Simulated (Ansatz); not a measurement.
`FCC(F)C(F)F` and `OC(CF)C(F)F` differ in one atom or group.

Ansatz, PBE0-D4/def2-TZVP geometries, multiplicity 1. Each molecule was computed in one conformer, which needn't be the lowest.

```csv
property,`FCC(F)C(F)F`
HOMO–LUMO gap (ωB97M-V/def2-TZVPP) / eV,14.99
size of the dipole moment (PBE/def2-TZVPP) / D,1.17
size of the dipole moment (ωB97M-V/def2-TZVPP) / D,1.26
"ideal-gas entropy at 298 K and 1 bar (rigid rotor, harmonic PBE0-D4/def2-TZVP) / J/(mol·K)",351
HOMO energy (ωB97M-V/def2-TZVPP) / eV,-12.05
HOMO energy (PBE0/def2-TZVPP) / eV,-9.64
```

(1) What does the change do to each property? (Estimate.)

## Answers

(1) The calculation gave: 
```
                                                                                  property  `OC(CF)C(F)F`  shift
                                                   HOMO–LUMO gap (ωB97M-V/def2-TZVPP) / eV          13.63  -1.36
                                            size of the dipole moment (PBE/def2-TZVPP) / D           0.96  -0.21
                                        size of the dipole moment (ωB97M-V/def2-TZVPP) / D           1.01  -0.25
ideal-gas entropy at 298 K and 1 bar (rigid rotor, harmonic PBE0-D4/def2-TZVP) / J/(mol·K)            355      4
                                                     HOMO energy (ωB97M-V/def2-TZVPP) / eV         -11.10   0.95
                                                        HOMO energy (PBE0/def2-TZVPP) / eV          -8.64   1.00
```

With PBE0 the HOMO rises by 1.00 eV and the LUMO falls by 0.32 eV, so the gap narrows by about 1.32 eV. PBE moves the HOMO by 0.95 eV and ωB97M-V by 0.95 eV. The zero-point energy changes by 32.6 kJ/mol with +3 modes. Dipoles are sizes alone; their direction can turn.

Positive LUMOs are unbound, so they and the gaps depend on the basis.
